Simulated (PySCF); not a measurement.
1,3-cyclohexadiene (C6H8), SMILES C1C=CCCC=1. Atoms are numbered in the order given.

```xyz
14

C      0.0628    -1.4225     0.1100
C      0.1105    -0.7289     1.2579
C     -0.1105     0.7289     1.2579
C     -0.0628     1.4225     0.1100
C      0.2524     0.7234    -1.1918
C     -0.2524    -0.7234    -1.1918
H      0.1939    -2.5098     0.1106
H      0.2934    -1.2357     2.2105
H     -0.2934     1.2357     2.2105
H     -0.1939     2.5098     0.1106
H      1.3517     0.7333    -1.3319
H     -0.1710     1.2753    -2.0455
H      0.1710    -1.2753    -2.0455
H     -1.3517    -0.7333    -1.3319
```
Charge 0, spin multiplicity 1.

The structure is a stationary point at ωB97X-D3(BJ)/def2-SVP. One conformer was computed; it need not be the lowest.

Level of theory: PySCF with KT2/pcSseg-1.

GIAO shieldings, no solvent; atoms listed in one row are averaged. δ = σ(ref) − σ: ¹³C against TMS (σ = 185.1 ppm); ¹H against TMS (σ = 31.47 ppm), references at their B3LYP-D3(BJ)/def2-TZVP geometries, non-relativistic.

| nucleus | atoms | count | δ (ppm) |
|---|---|---|---|
| ¹³C | C1, C4 | 2 | 126.3 |
| ¹³C | C2, C3 | 2 | 126.2 |
| ¹³C | C5, C6 | 2 | 28.2 |
| ¹H | H8, H9 | 2 | 6.17 |
| ¹H | H7, H10 | 2 | 6.06 |
| ¹H | H14, H11 | 2 | 2.64 |
| ¹H | H13, H12 | 2 | 2.29 |
